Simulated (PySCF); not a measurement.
Computed vibrations of [Ho(H2O)2]3+

[Ho(H2O)2]3+ (singlet in the valence; each metal's 4f electrons, 10 of them, lie in its core potential, out of spins and levels). PySCF 2.14.0, RKS PBE0, Ho lcecp-1-SVP with ECP56, O def2-SVP, H def2-SVP; non-relativistic Hamiltonian with scalar-relativistic core potentials where named; density fitting; no spin-orbit coupling. Central differences of gradients.

```xyz
7

Ho    0.0000    0.0000    0.0000
O     0.0000    0.0000    2.2320
H     0.5461    0.5461    2.8575
H    -0.5461   -0.5461    2.8575
O     0.0000    0.0000   -2.2320
H     0.5461   -0.5461   -2.8575
H    -0.5461    0.5461   -2.8575
```

Run from Python with OMP_NUM_THREADS=2. Where DIIS fails, smearing, a level shift and second-order steps follow.
It took 22 s on 2 threads of Arm Neoverse V1, on a shared host.

Question: What are the harmonic wavenumbers and infrared intensities?

Answer: Modes are labelled in D2d; negative numbers are unstable modes, those under 60 cm⁻¹ near the noise; a finer grid moves soft modes by up to 10 cm⁻¹.
```csv
cm⁻¹,km/mol,symmetry
-67,–,e
-67,–,e
150,0.0,b1
428,60.1,b2
430,0.0,a1
659,63.5,e
659,63.5,e
738,429.5,e
738,429.5,e
1673,343.0,b2
1676,0.0,a1
3495,1413.5,b2
3513,0.0,a1
3522,503.6,e
3522,503.6,e
```

Question: Is this a minimum?

Answer: No: 2 unstable; the lowest moves the atoms so:
```
Ho  -0.06 -0.04  0.00
O    0.28  0.15  0.00
H    0.38  0.20 -0.12
H    0.38  0.20  0.12
O    0.28  0.15  0.00
H    0.39  0.22  0.04
H    0.39  0.22 -0.04
```

An lcecp potential fixes the number of 4f electrons, so in runs with it no electron can move into or out of that shell.
